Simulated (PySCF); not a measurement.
C3H6FNSi.

```xyz
12

F     -1.4239     0.7010     1.1210
C     -0.9398     0.4972    -0.1839
C     -0.9219    -1.0154    -0.4696
N      0.3528    -1.6688    -0.1534
C      1.3492    -0.8820     0.0222
Si     0.9178     0.9591    -0.1855
H     -1.6072     1.0329    -0.8774
H     -1.1330    -1.2139    -1.5351
H     -1.7248    -1.5015     0.1084
H      2.3255    -1.3401     0.2403
H      1.3074     1.8688     0.9202
H      1.4030     1.4992    -1.4866
```

Geometry: TPSSh-D3(BJ)/def2-SVP. The structure was generated by enumeration; whether it is a known compound was not checked. The values are those of a single conformer.

All values below come from B3LYP/pcSseg-1 (PySCF). Non-relativistic, no solvent.

Computed absolute GIAO shielding of each atom: isotropic value and principal components (ppm):
```tsv
atom	σ(iso)	σ11	σ22	σ33	span
F1	395.7	310.3	419.3	457.6	147.2
C2	88.5	45.7	72.3	147.5	101.7
C3	100.5	71.9	95.0	134.6	62.7
N4	-234.3	-739.8	-183.8	220.7	960.6
C5	-0.9	-113.9	-4.4	115.7	229.6
Si6	375.8	294.8	382.0	450.5	155.8
H7	26.5	23.9	25.4	30.2	6.4
H8	27.2	24.4	26.2	31.0	6.5
H9	26.2	23.2	25.8	29.5	6.3
H10	22.6	20.1	22.6	25.2	5.1
H11	26.9	24.0	25.1	31.7	7.7
H12	27.1	24.2	24.9	32.3	8.0
```
